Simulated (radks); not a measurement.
Values are calculated unless marked as measured or tabulated.
Ionisation of Ta, [Xe] 4f14 5d3 6s2, to Ta+, [Xe] 4f14 5d3 6s1, under several functionals. Dirac Kohn-Sham, spin-unpolarised, spherical densities, point nucleus; open shells fill j = l - 1/2 first; a radial shooting solver on a logarithmic mesh with Libxc functionals.

| functional | E(Ta) (hartree) | Exc (hartree) | IE (eV) | -e(HOMO) (eV) | <r> HOMO (bohr) | IE error (eV) |
|---|---|---|---|---|---|---|
| HCTH/407 | -15635.1339 | -326.9324 | 8.348 | 3.910 | 2.192 | +0.798 |
| BLYP | -15626.8790 | -318.3000 | 8.300 | 3.600 | 2.224 | +0.751 |
| BP86 | -15627.9021 | -319.3427 | 8.550 | 3.876 | 2.217 | +1.000 |
| exchange-only PBE | -15621.6136 | -312.9714 | 7.691 | 2.941 | 2.264 | +0.142 |
| revPBE | -15626.2770 | -317.7009 | 8.295 | 3.688 | 2.219 | +0.745 |
| SOGGA | -15620.7006 | -312.0715 | 8.299 | 3.679 | 2.216 | +0.749 |
| exchange-only B88 | -15622.9595 | -314.3373 | 7.693 | 2.935 | 2.258 | +0.143 |

NIST Atomic Spectra Database: 7.550 eV (measured). Closest: exchange-only PBE. The Delta-SCF values span 0.86 eV, the total energies 14.43 hartree. The highest occupied level is 5d3/2. Spin polarisation and multiplet splitting are left out, so open shells lie too high by an amount that depends on their filling.

Beside tabulated values, note that spin-unpolarised runs miss the spin-polarisation part of the exchange energy of open shells.
